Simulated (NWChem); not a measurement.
Species: CH$_{4}$MgS; SMILES C[S][MgH]

```xyz
7

Mg    -0.2628    -1.6456     0.0325
H     -0.8691    -3.1988     0.3878
S      0.6183     0.4500    -0.4709
C     -0.7569     1.6077    -0.0367
H     -0.3950     2.6305    -0.2564
H     -1.0204     1.5641     1.0381
H     -1.6646     1.4304    -0.6459
```
Atoms are numbered in this order, from 1.

Geometry: optimised at PBE-D3(BJ)/def2-SVP.

 Unshifted, non-relativistic core excitations; the lowest 4 roots alone, so stronger bands may lie above.

Problem. List the first S K-edge excitations from BHandHLYP/def2-TZVP, restricted-window TDA (NWChem).

Solution. 
```csv
state,energy (eV),dipole oscillator strength,leading excitation (squared amplitude)
S1,2445.2,0.0033,1s of atom 3 or its equivalents → LUMO+1 (0.32)
S2,2445.4,0.0025,1s of atom 3 or its equivalents → LUMO (0.61)
S3,2446.4,0.0015,1s of atom 3 or its equivalents → LUMO+2 (0.93)
S4,2446.9,0.0027,1s of atom 3 or its equivalents → LUMO+1 (0.33)
```
